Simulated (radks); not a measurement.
Spherical quantum dot in the effective-mass picture: electrons in a parabolic well V = omega^2 r^2 / 2 with omega = 0.108, with a point charge +1 (a donor) at the centre, all in effective atomic units (hartree* = m*/eps^2 hartree, bohr* = eps/m* bohr), one dielectric constant everywhere. Calculated with a radial shooting solver with Libxc functionals: non-relativistic Kohn-Sham, LDA (Slater exchange, Perdew-Wang correlation), spin-polarised, spherical densities. Levels are named by radial order and angular momentum (1s, 1p, 1d, 2s, ...), and open shells are averaged over m.

N = 7, configuration 1s2 1p(up 3, down 1) 2s(up 1, down 0). This is the lowest configuration that the search found. Occupied and some empty levels:

level    occupation  eigenvalue (hartree*)  <r> (bohr*)
1s up             1                0.93768        2.752
1s down           1                0.96468        2.978
1p up             3                 1.0360        6.344
2s up             1                 1.0402        5.822
1p down           1                 1.0563        6.391
2s down           0                 1.0648        5.845
1d up             0                 1.0928        7.054
1d down           0                 1.1123        7.146
1f up             0                 1.1589        7.634
1f down           0                 1.1766        7.745
2p up             0                 1.1944        6.682
2p down           0                 1.2077        6.729
1g up             0                 1.2324        8.161
1g down           0                 1.2481        8.278

Energy (hartree*): total 3.18816, kinetic 0.90435, external -0.88576, Hartree 4.2451, exchange-correlation -1.0755.

Electron density:

r (bohr*)  n(r) (e/bohr*^3)
0.528                0.1240
1.12                0.04362
1.70                0.01751
2.29               0.008252
2.88               0.004797
3.47               0.003547
4.05               0.003154
4.64               0.003036
5.23               0.002916
5.82               0.002669
6.41               0.002275
6.99               0.001783
7.58               0.001278
8.17              0.0008338
8.76              0.0004946
9.35              0.0002670
9.93              0.0001310
10.5             0.00005868
11.1             0.00002389
11.7              8.879e-06
